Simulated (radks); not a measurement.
Results of a calculation; reference values are marked as such.
Spherical quantum dot in the effective-mass picture: electrons in a well V = -V0 / (1 + exp((r - R)/a)) with V0 = 10.8, R = 5.71, a = 0.52, with a point charge +2 (a donor) at the centre, all in effective atomic units (hartree* = m*/eps^2 hartree, bohr* = eps/m* bohr), one dielectric constant everywhere. Level of theory: non-relativistic Kohn-Sham, LDA (Slater exchange, Perdew-Wang correlation), spin-polarised, spherical densities (a radial shooting solver with Libxc functionals). Levels are named by radial order and angular momentum (1s, 1p, 1d, 2s, ...), and open shells are averaged over m. Results are scaled to m* = 0.048 and eps = 12.6, for which hartree* = 8.227 meV and bohr* = 13.89 nm. Each electron was tried in the lowest free levels, single moves between levels near the top were tried too, and the lowest total energy was kept; such a search can miss a lower state. At N = 1 the Hartree and exchange-correlation terms need not cancel, so that row can carry a self-interaction error.

| N | open shells | 2S | E (meV) | addition energy mu(N+1) - mu(N) (meV) | rms radius (nm) |
|---|---|---|---|---|---|
| 1 | 1s(up 1, down 0) | 1 | -104.817 | 8.666 | 12.38 |
| 2 | none | 0 | -200.967 | 10.94 | 15.41 |
| 3 | 1p(up 1, down 0) | 1 | -286.183 | 2.185 | 25.92 |
| 4 | 1p(up 2, down 0) | 2 | -369.214 | 2.262 | 30.60 |
| 5 | 1p(up 2, down 0) 2s(up 1, down 0) | 3 | -449.983 | 2.243 | 33.93 |
| 6 | 1p(up 3, down 0) 2s(up 1, down 0) | 4 | -528.510 | 2.884 | 36.00 |
| 7 | 1p(up 3, down 0) | 3 | -604.153 | 2.088 | 37.85 |
| 8 | 1p(up 3, down 1) | 2 | -677.708 | 2.065 | 39.22 |
| 9 | 1p(up 3, down 2) | 1 | -749.197 | 2.070 | 40.39 |
| 10 | none | 0 | -818.617 | 3.875 | 41.42 |
| 11 | 1d(up 1, down 0) | 1 | -884.162 | 1.954 | 42.54 |
| 12 | 1d(up 2, down 0) | 2 | -947.753 | 1.952 | 43.51 |
| 13 | 1d(up 3, down 0) | 3 | -1009.39 | 1.947 | 44.37 |
| 14 | 1d(up 4, down 0) | 4 | -1069.09 | 1.940 | 45.13 |
| 15 | 1d(up 5, down 0) | 5 | -1126.84 | 2.385 | 45.82 |
| 16 | 1d(up 5, down 1) | 4 | -1182.21 | 1.884 | 46.46 |
| 17 | 1d(up 5, down 2) | 3 | -1235.69 | 1.884 | 47.04 |
| 18 | 1d(up 5, down 3) | 2 | -1287.29 | 1.882 | 47.58 |
| 19 | 1d(up 5, down 4) | 1 | -1337.00 | 1.878 | 48.08 |
| 20 | none | 0 | -1384.84 | 3.846 | 48.55 |
| 21 | 1f(up 1, down 0) | 1 | -1428.84 | 1.826 | 49.05 |
| 22 | 1f(up 2, down 0) | 2 | -1471.00 | 1.823 | 49.51 |
| 23 | 1f(up 3, down 0) | 3 | -1511.35 | 1.820 | 49.95 |
| 24 | 1f(up 4, down 0) | 4 | -1549.87 | 1.816 | 50.36 |
| 25 | 1f(up 5, down 0) | 5 | -1586.58 | 1.812 | 50.75 |
| 26 | 1f(up 6, down 0) | 6 | -1621.48 | 1.808 | 51.11 |
| 27 | 1f(up 7, down 0) | 7 | -1654.57 | 2.224 | 51.46 |
| 28 | 1f(up 7, down 1) | 6 | -1685.43 | 1.777 | 51.80 |
| 29 | 1f(up 7, down 2) | 5 | -1714.52 | 1.775 | 52.12 |
| 30 | 1f(up 7, down 3) | 4 | -1741.83 | 1.773 | 52.42 |
| 31 | 1f(up 7, down 4) | 3 | -1767.37 | - | 52.72 |

All shells are closed at N = 2, 10, 20 (there: 1s2 1p6 1d10 2s2); the second difference of the energy has clear peaks (12 % above both neighbours; the first and last values, which can be the largest, are not judged, and half-filled shells can peak too) at N = 2, 6, 10, 15, 20, 27.
